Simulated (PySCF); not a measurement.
This PySCF input asks for the NMR shieldings of `CN[Si@@H]([Si@@H](C#C)[SiH2]Cl)[SiH3]`, C3H12ClNSi4; the geometry comes from GFN2-xTB.

```python
import basis_set_exchange as bse
import numpy as np
from pyscf import gto, dft
from pyscf.prop import nmr

atoms = """
C    -2.693969    3.150355   -0.108179
C    -2.328501    2.032011    0.146228
Si   -1.673092    0.344420    0.555947
Si   -2.445480   -1.036522   -1.143884
Cl   -1.490245   -2.828150   -0.934930
Si    0.629984    0.368422    0.936225
Si    1.509158   -1.403555    2.147561
N     1.251896    0.249547   -0.672709
C     2.646465    0.046831   -0.977386
H    -3.030026    4.123026   -0.330684
H    -2.373202    0.024101    1.819776
H    -2.123519   -0.583611   -2.501094
H    -3.871883   -1.367936   -1.164795
H     1.012491    1.655148    1.585317
H     2.869879   -1.166780    2.648568
H     1.573030   -2.652366    1.386277
H     0.678865   -1.660628    3.328340
H     0.797068    0.778069   -1.403023
H     2.753563   -0.450249   -1.944031
H     3.086087   -0.590567   -0.212157
H     3.212510    0.985378   -1.007136
"""
names = dict.fromkeys(["C", "Si", "Cl", "N", "H"], "pcSseg-1")
basis = {el: gto.basis.parse(bse.get_basis(n, elements=[el], fmt="nwchem")) for el, n in names.items()}
mol = gto.M(atom=atoms, basis=basis, charge=0, verbose=0)
mf = dft.RKS(mol, xc="PBE0")
mf.grids.level = 2
mf.grids.alignment = dft.numint.BLKSIZE   # the property module wants whole blocks of grid points
mf.conv_tol = 1e-9
mf.kernel()

calc = nmr.RKS(mf)   # GIAO
C = mf.mo_coeff
Co = C[:, mf.mo_occ > 0]
resp = mf.gen_response(singlet=True, hermi=2)
def vind(x):   # induced exchange potential for any number of trial vectors
    d = np.einsum("pi,xij,qj->xpq", C, 2 * x.reshape(-1, C.shape[1], Co.shape[1]), Co, optimize=True)
    return np.einsum("xpq,pi,qj->xij", resp(d - d.transpose(0, 2, 1)), C, Co, optimize=True).ravel()
mo1, _ = nmr.rhf.solve_mo1(calc, with_cphf=vind)
sigma = calc.kernel(mo1)
for i, s in enumerate(sigma):   # ppm
    w = np.linalg.eigvalsh((s + s.T) / 2)
    print("%2d %-2s iso %8.1f  s11 %8.1f  s22 %8.1f  s33 %8.1f" % (i, mol.atom_pure_symbol(i), w.mean(), *w))
```

Problem. What are the results?

Solution. 
```
 0 C  iso     78.9  s11     -5.2  s22     -3.8  s33    245.7
 1 C  iso    103.8  s11      8.0  s22     11.7  s33    291.8
 2 Si iso    451.3  s11    415.9  s22    464.4  s33    473.7
 3 Si iso    380.9  s11    338.7  s22    356.1  s33    447.8
 4 Cl iso   1045.5  s11    973.7  s22   1076.8  s33   1086.2
 5 Si iso    385.9  s11    325.9  s22    365.8  s33    466.0
 6 Si iso    465.4  s11    443.3  s22    471.0  s33    481.8
 7 N  iso    257.6  s11    219.9  s22    247.6  s33    305.2
 8 C  iso    149.8  s11    128.6  s22    135.0  s33    185.7
 9 H  iso     29.7  s11     24.5  s22     24.6  s33     40.1
10 H  iso     27.3  s11     23.5  s22     26.2  s33     32.1
11 H  iso     26.4  s11     23.2  s22     24.9  s33     31.0
12 H  iso     26.2  s11     21.7  s22     25.0  s33     32.0
13 H  iso     26.0  s11     23.1  s22     23.5  s33     31.3
14 H  iso     27.9  s11     24.3  s22     25.6  s33     33.8
15 H  iso     28.1  s11     24.4  s22     27.1  s33     32.7
16 H  iso     28.3  s11     24.8  s22     26.6  s33     33.7
17 H  iso     32.0  s11     21.5  s22     32.6  s33     41.9
18 H  iso     28.6  s11     23.2  s22     26.5  s33     36.0
19 H  iso     29.4  s11     24.5  s22     29.4  s33     34.3
20 H  iso     28.7  s11     23.6  s22     26.1  s33     36.5
```

These numbers come from an equivalent density-fitted implementation of the same equations, which agrees with the script to about 0.01 ppm for H and up to a few tenths of a ppm for heavy atoms, so last digits may differ.

Problem. Turn these shieldings into chemical shifts. References, each an isolated molecule treated in the same way: 13C (186.93 ppm) and 29Si (349.16 ppm) and 1H (31.72 ppm) vs TMS; HCl for 35Cl (949.78 ppm); 15N (267.73 ppm) vs NH3.

Solution. Averaging equivalent atoms: C 0: 108.0; C 1: 83.1; C 8: 37.2; Si 3: -31.7; Si 5: -36.7; Si 2: -102.2; Si 6: -116.2; Cl 4: -96; N 7: 10.1; H 13: 5.76; H 12: 5.47; H 11: 5.35; H 10: 4.46; H 14/15/16: 3.61; H 18/19/20: 2.82; H 9: 1.97; H 17: -0.29 ppm. Experimental scales use liquid or dissolved standards, which lie at an offset from isolated NH3 (liquid NH3: subtract about 20 ppm).

Size and cost of the density-fitted run: 248 basis functions, 110 s wall time on 1 thread of an Arm Neoverse N1, shared host; peak memory 1.2 GiB.
